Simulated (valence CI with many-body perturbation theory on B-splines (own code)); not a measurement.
Level structure of Ni XXIII

Calculated by relativistic CI+MBPT: four valence electrons over a frozen Dirac-Fock core [He], radial functions for each j: 11 s, 11 p, 10 d, 8 f, 5 g, 2 h, with the one-electron correlation potential Σ1 (screened to all orders), the two-electron term Σ2, the three-electron term Σ3, Breit, model QED; selected single and double excitations, second order for the rest, scaled by the run's own slope (own B-spline code, finite nucleus).

No measured spectrum was set against this ion. As an estimate, levels of excited configurations hold to 0.05 to 0.15 % of their energy, terms of the ground configuration to about 0.5 %. Among the levels kept, up to 1100 cm⁻¹ of a level comes from second order outside the variational space, and about a tenth of that is noise between levels of different J, which matters for small intervals.

Levels 1 to 45 of 197, with energies above the lowest level, 2s2 2p2 3P_0. "Leading %" is the weight of the configuration and term that name the level; weights of strongly mixed levels are sums over their largest components and can fall short. Lifetimes count E1, E2, E3, M1 and M2 decay at the calculated energies, and are blank where another channel may lead or the interval is too uncertain; long ones can be off by a factor of two.

| No. | Configuration | Term | J | E (Ry) | Leading % | Second component | Lifetime | g |
| --- | --- | --- | --- | --- | --- | --- | --- | --- |
| 1 | 2s2 2p2 | 3P | 0 | 0.000 | 87 | 12 % 2s2 2p2 1S |  |  |
| 2 | 2s2 2p2 | 3P | 1 | 1.000 | 99 |  | 47.9 μs | 1.497 |
| 3 | 2s2 2p2 | 3P | 2 | 1.476 | 68 | 31 % 2s2 2p2 1D | 751 μs | 1.339 |
| 4 | 2s2 2p2 | 1D | 2 | 2.959 | 68 | 31 % 2s2 2p2 3P | 12.6 μs | 1.152 |
| 5 | 2s2 2p2 | 1S | 0 | 4.239 | 85 | 12 % 2s2 2p2 3P | 3.40 μs |  |
| 6 | 2s 2p3 | 5S° | 2 | 5.341 | 94 | 5 % 2s 2p3 3P° | 6.68 ns | 1.966 |
| 7 | 2s 2p3 | 3D° | 1 | 8.149 | 79 | 16 % 2s 2p3 3P° | 58.0 ps | 0.693 |
| 8 | 2s 2p3 | 3D° | 2 | 8.200 | 78 | 19 % 2s 2p3 3P° | 88.8 ps | 1.247 |
| 9 | 2s 2p3 | 3D° | 3 | 8.576 | 100 |  | 119 ps | 1.329 |
| 10 | 2s 2p3 | 3P° | 0 | 9.703 | 100 |  | 36.9 ps |  |
| 11 | 2s 2p3 | 3P° | 1 | 9.829 | 77 | 17 % 2s 2p3 3D° | 33.2 ps | 1.353 |
| 12 | 2s 2p3 | 3P° | 2 | 10.069 | 64 | 21 % 2s 2p3 3D° | 36.4 ps | 1.379 |
| 13 | 2s 2p3 | 3S° | 1 | 11.400 | 73 | 20 % 2s 2p3 1P° | 9.02 ps | 1.751 |
| 14 | 2s 2p3 | 1D° | 2 | 11.894 | 87 | 12 % 2s 2p3 3P° | 16.2 ps | 1.061 |
| 15 | 2s 2p3 | 1P° | 1 | 13.319 | 76 | 20 % 2s 2p3 3S° | 9.47 ps | 1.187 |
| 16 | 2p4 | 3P | 2 | 16.995 | 86 | 13 % 2p4 1D | 14.1 ps | 1.431 |
| 17 | 2p4 | 3P | 0 | 18.021 | 80 | 19 % 2p4 1S | 11.9 ps |  |
| 18 | 2p4 | 3P | 1 | 18.219 | 99 |  | 11.7 ps | 1.497 |
| 19 | 2p4 | 1D | 2 | 18.964 | 86 | 13 % 2p4 3P | 17.0 ps | 1.061 |
| 20 | 2p4 | 1S | 0 | 21.419 | 77 | 20 % 2p4 3P | 9.64 ps |  |
| 21 | 2s2 2p 3s | 3P° | 0 | 83.055 | 97 |  | 342 fs |  |
| 22 | 2s2 2p 3s | 3P° | 1 | 83.145 | 73 | 24 % 2s2 2p 3s 1P° | 283 fs | 1.372 |
| 23 | 2s2 2p 3s | 3P° | 2 | 84.534 | 96 |  | 314 fs | 1.497 |
| 24 | 2s2 2p 3s | 1P° | 1 | 84.765 | 73 | 24 % 2s2 2p 3s 3P° | 215 fs | 1.119 |
| 25 | 2s2 2p 3p | 3D | 1 | 84.845 | 67 | 27 % 2s2 2p 3p 1P | 16.0 ps | 0.683 |
| 26 | 2s2 2p 3p | 3P | 1 | 85.505 | 32 | 28 % 2s2 2p 3p 3S | 4.59 ps | 1.381 |
| 27 | 2s2 2p 3p | 3D | 2 | 85.552 | 76 | 11 % 2s2 2p 3p 1D | 10.6 ps | 1.179 |
| 28 | 2s2 2p 3p | 3P | 0 | 85.607 | 80 | 13 % 2s2 2p 3p 1S | 2.76 ps |  |
| 29 | 2s2 2p 3p | 3P | 1 | 86.588 | 45 | 34 % 2s2 2p 3p 1P | 3.35 ps | 1.195 |
| 30 | 2s2 2p 3p | 3D | 3 | 86.764 | 96 |  | 13.5 ps | 1.331 |
| 31 | 2s2 2p 3p | 3P | 2 | 86.808 | 55 | 19 % 2s2 2p 3p 3D | 3.54 ps | 1.334 |
| 32 | 2s2 2p 3p | 3S | 1 | 86.836 | 64 | 16 % 2s2 2p 3p 1P | 4.49 ps | 1.745 |
| 33 | 2s2 2p 3d | 3F° | 2 | 87.290 | 74 | 21 % 2s2 2p 3d 1D° | 281 fs | 0.754 |
| 34 | 2s 2p2 3s | 5P | 1 | 87.373 | 90 |  | 462 fs | 2.424 |
| 35 | 2s2 2p 3p | 1D | 2 | 87.480 | 67 | 25 % 2s2 2p 3p 3P | 3.70 ps | 1.148 |
| 36 | 2s2 2p 3d | 3F° | 3 | 87.720 | 70 | 17 % 2s2 2p 3d 3D° | 90.9 fs | 1.115 |
| 37 | 2s2 2p 3d | 3P° | 2 | 87.759 | 37 | 30 % 2s2 2p 3d 3D° | 48.0 fs | 1.224 |
| 38 | 2s2 2p 3d | 3D° | 1 | 87.910 | 62 | 18 % 2s2 2p 3d 3P° | 31.3 fs | 0.772 |
| 39 | 2s2 2p 3p | 1S | 0 | 87.996 | 56 | 38 % 2s 2p2 3s 3P | 622 fs |  |
| 40 | 2s 2p2 3s | 5P | 2 | 88.064 | 96 |  | 440 fs | 1.815 |
| 41 | 2s 2p2 3s | 3P | 0 | 88.446 | 51 | 28 % 2s2 2p 3p 1S | 436 fs |  |
| 42 | 2s 2p2 3s | 5P | 3 | 88.656 | 91 | 7 % 2s 2p2 3s 3D | 386 fs | 1.636 |
| 43 | 2s2 2p 3d | 3F° | 4 | 88.857 | 97 |  | 578 ps | 1.248 |
| 44 | 2s2 2p 3d | 1D° | 2 | 88.899 | 48 | 24 % 2s2 2p 3d 3D° | 59.4 fs | 1.018 |
| 45 | 2s 2p2 3s | 3P | 1 | 88.935 | 87 | 6 % 2s2 2p 3p 3P | 255 fs | 1.521 |

Names give the largest LS component (configuration and term), which can be under half, so a name can repeat, a term be missing and a line seem to break the LS rules; names also repeat where a configuration has a term twice.

The ionisation energy to 2s2 2p 2P°_1/2 of the next ion comes out as 2010.8 eV (NIST: 2008.1 ± 1.3 eV (semi-empirical)). All 197 levels together are meant to be complete up to 101.775 Ry.
